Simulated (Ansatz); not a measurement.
C2H8BClSi can be A, `CC([SiH3])BCl`, or B, `BCC[SiH2]Cl`.

Program: Ansatz. Geometries: PBE0-D4/def2-TZVP. ΔE: electronic, gas phase. CBS: MP2 limit from def2 TZ/QZ plus the TZ coupled-cluster correction, frozen cores. Functionals use def2-TZVPP. B3LYP here is the variant with VWN-RPA as its local correlation; programs differ in this. Each species was taken in one conformer, which may not be the lowest.

A:

```xyz
13

C     0.1309    0.8241   -1.3047
C    -0.4961    0.0364   -0.1485
Si    0.7029   -1.3403    0.3855
B    -0.7751    0.8476    1.1256
Cl   -2.0042    0.3456    2.2738
H     1.0265    1.3585   -0.9779
H     0.4182    0.1728   -2.1341
H    -0.5661    1.5684   -1.6969
H    -1.3867   -0.5196   -0.4665
H     1.0788   -2.1099   -0.8306
H     1.9369   -0.7518    0.9717
H     0.0761   -2.2481    1.3784
H    -0.1422    1.8163    1.4240
```

B:

Z-matrix (Å, degrees):
```
C
C 1 1.530
B 1 1.549 2 118.4
H 1 1.097 2 111.7 3 -131.5
H 1 1.109 2 109.7 3 115.3
Si 2 1.864 1 114.3 3 -170.8
H 2 1.095 1 110.5 3 -48.3
H 2 1.097 1 110.4 3 68.3
H 3 1.199 1 121.3 2 16.3
H 3 1.198 1 119.9 2 -167.2
Cl 6 2.065 2 109.0 1 59.1
H 6 1.485 2 111.4 1 -58.6
H 6 1.484 2 112.2 1 177.9
```

(1) Which isomer does CCSD(T)/CBS put lower? Give the gap. (Best estimate.)

(2) Give E(B) − E(A) in kcal/mol with HF/def2-TZVPP, PBE-D4, MP2/def2-TZVPP, B3LYP-D4, CCSD(T)/def2-TZVPP, PBE0-D4, ωB97M-V. (An estimate is asked.)

Largest T1 diagnostic: 0.011.

Results:

(1) The calculation gave: A, by 4.3 kcal/mol.

(2) Ansatz gave: HF/def2-TZVPP 0.5, PBE-D4 6.5, MP2/def2-TZVPP 5.6, B3LYP-D4 4.5, CCSD(T)/def2-TZVPP 5.6, PBE0-D4 5.3, ωB97M-V 4.2. None reverses the order clearly.

The D4 term adds +0.8 kcal/mol with B3LYP and +0.4 kcal/mol with PBE0; it sums over pairs of atoms, weighted by their polarisabilities, and B3LYP, whose exchange is more repulsive, gets the larger term. In def2-TZVPP, CCSD(T) changes the Hartree–Fock value by +5.1 kcal/mol (the triples alone add +1.0 kcal/mol) and MP2 by +5.1 kcal/mol.
